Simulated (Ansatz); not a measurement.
Isolated molecules relaxed with PBE0-D4/def2-TZVP in Ansatz; ΔE leaves out vibrations. CCSD(T)/CBS adds triple-zeta CCSD(T) − MP2 to the extrapolated MP2 energy (def2 sets, frozen cores). DFT in def2-TZVPP. Elements past krypton have def2 core potentials. For Sn outer-core shells are correlated without core-valence functions, which leaves a few kJ/mol of doubt a bond. Each species was taken in one conformer, which may not be the lowest.

Consider the cleavage of the Si–Si bond: `C[SiH2][SiH](C)Cl` + `[NH2][SnH3]` → `C[SiH2][NH][SnH3]` + `C[SiH2]Cl`.

Is it downhill or uphill in electronic energy at CCSD(T)/CBS, and by how much? (An estimate is asked.)

Computed: Downhill: ΔE = -16.0 kcal/mol.

What do these levels give: r2SCAN, SCS-MP2/def2-TZVPP, CCSD(T)/def2-TZVPP, SCS-MP2/def2-QZVPP, MP2/CBS(def2), CCSD/CBS(def2)? (Best estimate.)

Computed: r2SCAN -13.6, SCS-MP2/def2-TZVPP -17.8, CCSD(T)/def2-TZVPP -15.7, SCS-MP2/def2-QZVPP -18.1, MP2/CBS(def2) -17.6, CCSD/CBS(def2) -16.6 kcal/mol.

Largest T1 diagnostic among the species: 0.013.

In def2-TZVPP, CCSD(T) changes the Hartree–Fock value by +3.8 kcal/mol (the triples alone add +0.6 kcal/mol) and MP2 by +2.1 kcal/mol. From PBE to PBE0 (25 % exact exchange), in def2-TZVPP and without D4, ΔE moves by −2.1 kcal/mol.
